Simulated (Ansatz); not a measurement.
C2H6BSi, SMILES `C=C[B-][SiH3]` (lower triplet; C–C–B–Si torsion 180°) (charge -1, multiplicity 3). This triplet lies 0.21 eV below the relaxed singlet at the level B3LYP/aug-cc-pVTZ // PBE0-D3(BJ)/def2-TZVPD (Ansatz, an electronic-structure program).

Level of theory: Ansatz with LC-ωPBE/aug-cc-pVTZ // PBE0-D3(BJ)/def2-TZVPD.

Ansatz 0.2 input:
```yaml
crystal:
  periodic: [false, false, false]
  atoms:
    - { symbol: C, position_ang: [2.390109, -0.129128, 0.035064] }
    - { symbol: C, position_ang: [1.093619, 0.305011, 0.153249] }
    - { symbol: B, position_ang: [-0.139385, -0.462321, 0.513931] }
    - { symbol: Si, position_ang: [-2.04277, -0.173991, 0.759471] }
    - { symbol: H, position_ang: [3.203271, 0.542518, -0.232443] }
    - { symbol: H, position_ang: [2.650944, -1.170709, 0.206307] }
    - { symbol: H, position_ang: [0.960935, 1.37757, -0.052349] }
    - { symbol: H, position_ang: [-2.577412, -0.522456, 2.129623] }
    - { symbol: H, position_ang: [-2.59764, 1.230541, 0.554222] }
    - { symbol: H, position_ang: [-2.941655, -0.997026, -0.134548] }
basis:
  gaussian: { orbitals: aug-cc-pVTZ }
hamiltonian:
  xc: lc_wpbe
total_charge: -1
magnetization:
  spin_polarized: true
  initial_magnetization: 2
```

Output:

```
Functional definition: LC-wPBE
1347 factors; their error is unknown
789 factors; integrals over basis functions are off by at most 3.5e-5 eV
mean field evaluation 1: about -10717.3861 eV, gradient 2.0e1 eV
mean field evaluation 2: about -10718.8285 eV, gradient 1.5e1 eV
mean field evaluation 4: about -10720.1277 eV, gradient 1.1e0 eV
mean field evaluation 8: about -10720.1694 eV, gradient 1.1e-1 eV
mean field evaluation 16: about -10720.1432 eV, gradient 3.5e-3 eV
mean field -10720.14323935 eV, -393.9579976721 hartree, gradient 7.4e-5 eV, S^2 2.055309; 0 other end points of the search recorded, 0 dependent functions left out
reference -10720.14323937 eV, -393.9579976729 hartree; 20, 18 occupied and 306, 308 virtual orbitals, 1347 factors
Total energy: -10720.14323937 eV, -393.9579976729 hartree
```
